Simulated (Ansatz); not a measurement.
System: CH3Br2Ga, net charge 0, singlet state. 
Coordinates optimised at B3LYP-D3(BJ)/def2-TZVP (Ansatz, an electronic-structure program):
```
Ga
C 1 1.9610
H 2 1.0882 1 110.03
H 2 1.0886 3 110.49 1 121.25
H 2 1.0908 3 109.18 4 119.66
Br 1 2.3034 2 122.81 3 -23.83
Br 1 2.3037 2 122.38 3 156.89
```

Parts of the frozen-core correlation energy in cc-pVDZ (Ansatz, hartree). Frozen orbitals: 43; correlated occupied orbitals by spin: 12 and 12; virtual: 55 and 55. No spin-orbit coupling. Non-relativistic.

```
term                             value
-------------------------  -----------
reference (HF)             -7107.74082
MP2 opposite-spin                  ___
MP2 same-spin                 -0.10862
CCSD correlation                   ___
(T)                                ___
T1 diagnostic                    0.010
largest doubles amplitude        0.026
```

Question: Fill in the missing entries.

Answer: 
- MP2 opposite-spin, value: -0.32038
- CCSD correlation, value: -0.46973
- (T), value: -0.01149
